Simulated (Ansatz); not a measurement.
Isolated molecules relaxed with PBE0-D4/def2-TZVP in Ansatz; ΔE leaves out vibrations. CBS: MP2 limit from def2 TZ/QZ plus the TZ coupled-cluster correction, frozen cores. DFT in def2-TZVPP. For Ga outer-core shells are correlated without core-valence functions, which leaves a few kJ/mol of doubt a bond. Scalar relativity is left out up to krypton. One conformer a species, not always the lowest.

Reaction (redistribution): `B[S][GaH][SiH3]` + `BS[SiH3]` → `[SiH3][S][GaH][SiH3]` + `BSB`

**Question.** Is it downhill or uphill in electronic energy at CCSD(T)/CBS, and by how much? (Best estimate.)

**Answer.** The calculation gave: Uphill: ΔE = +0.04 eV.

**Question.** What do these levels give: PBE-D4, BLYP-D4, r2SCANh-D4, r2SCAN0-D4, PBE-QIDH, revPBE, r2SCANh, LC-ωPBE, RPA@PBE/def2-TZVPP, HF/def2-SVP, MP2/def2-TZVPP, CCSD/CBS(def2)? (Estimate.)

**Answer.** The calculation gave: PBE-D4 0.10, BLYP-D4 0.09, r2SCANh-D4 0.06, r2SCAN0-D4 0.05, PBE-QIDH 0.05, revPBE 0.07, r2SCANh 0.06, LC-ωPBE 0.05, RPA@PBE/def2-TZVPP 0.07, HF/def2-SVP -0.02, MP2/def2-TZVPP 0.05, CCSD/CBS(def2) 0.02 eV.

Largest T1 diagnostic among the species: 0.014.

From BLYP to BHLYP (50 % exact exchange), in def2-TZVPP and without D4, ΔE moves by −0.04 eV. Leaving LDA and LC-ωPBE aside and taking each functional with its dispersion term where it has one, the values, not all of them listed here, spread over 0.07 eV, from BHLYP-D4 to PBE-D4. LDA lies +0.04 eV from PBE without D4.
